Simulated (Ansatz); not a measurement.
**Ligand exchange: Si(CH3)(SiH3)F2 + C2H8SeSi → Si(SiH3)2F2 + C3H8Se**

Gas-phase species: Si(CH3)(SiH3)F2, singlet; C2H8SeSi `CC[Se][SiH3]`, singlet; Si(SiH3)2F2, singlet; C3H8Se `CC[Se]C`, singlet. The partners trade CH3 for SiH3: Si–CH3 and Se–SiH3 bonds give way to Si–SiH3 and Se–CH3.

Shapes, held fixed at every level: PBE0-D4/def2-TZVP. Flexible molecules stand in one conformer, not always the lowest. Programs: Ansatz 0.2.0. The zero-point and thermal change to 298 K, harmonic and unscaled (PBE0-D4/def2-TZVP), is +0.2 kJ/mol.

Estimate ΔH(298 K) of this reaction.

The highest level, CCSD(T)/def2-TZVPP, gives ΔH(298 K) = +122.9 kJ/mol; the levels span +112.4 to +133.8. The column of differences is taken from that level and isn't an error. No measured value is set beside it here. Relativity is left out for Se. Outer-core shells of Se are correlated, in sets that cover them unevenly.

```json
{"level": "PBE-D4/def2-TZVPP", "kind": "GGA", "ΔH(298 K) (kJ/mol)": "+112.4", "less CCSD(T)/def2-TZVPP": "-10.5"}
{"level": "PBE0-D4/def2-TZVPP", "kind": "global hybrid", "ΔH(298 K) (kJ/mol)": "+119.9", "less CCSD(T)/def2-TZVPP": "-3.0"}
{"level": "wB97X-V/def2-TZVPP", "kind": "range-separated hybrid", "ΔH(298 K) (kJ/mol)": "+121.2", "less CCSD(T)/def2-TZVPP": "-1.7"}
{"level": "MP2/def2-SVP", "kind": "perturbation theory", "ΔH(298 K) (kJ/mol)": "+133.8", "less CCSD(T)/def2-TZVPP": "+10.9"}
{"level": "MP2/def2-TZVPP", "kind": "perturbation theory", "ΔH(298 K) (kJ/mol)": "+132.1", "less CCSD(T)/def2-TZVPP": "+9.2"}
{"level": "CCSD(T)/def2-SVP", "kind": "coupled cluster or CI", "ΔH(298 K) (kJ/mol)": "+124.2", "less CCSD(T)/def2-TZVPP": "+1.3"}
{"level": "CCSD/def2-TZVPP", "kind": "coupled cluster or CI", "ΔH(298 K) (kJ/mol)": "+123.9", "less CCSD(T)/def2-TZVPP": "+1.0"}
{"level": "CCSD(T)/def2-TZVPP", "kind": "coupled cluster or CI", "ΔH(298 K) (kJ/mol)": "+122.9", "less CCSD(T)/def2-TZVPP": "0.0"}
```
